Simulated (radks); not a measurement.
Spin polarisation of the 4p2 shell in neutral germanium. Start: [Ar] 3d10 4s2 4p(up 1, down 1); electrons of 4p are moved from spin down to spin up, other shells keep equal spins. All-electron calculation, scalar-relativistic Kohn-Sham, LDA (Slater exchange, Perdew-Wang correlation), spin-polarised, spherical densities, point nucleus. Program: a radial shooting solver on a logarithmic mesh with Libxc functionals.

moment (Bohr magnetons)  E - E(0) (eV)  e(4p up) (eV)  e(4p down) (eV)  4s down minus up (eV)  3d down minus up (eV)  3p down minus up (eV)
0                                0.000         -4.047           -4.047                  0.000                  0.000                  0.000
0.5                             -0.037         -4.184           -3.887                  0.309                  0.043                  0.022
1                               -0.149         -4.301           -3.703                  0.621                  0.085                  0.044
1.5                             -0.337         -4.397           -3.491                  0.937                  0.127                  0.066
2                               -0.603         -4.470           -3.249                  1.257                  0.169                  0.087

At moment 2 the spin-polarisation energy is -0.603 eV and the 4p exchange splitting 1.220 eV, that is 0.610 eV per Bohr magneton; E = -I m^2/4 would give I = 0.603 eV.
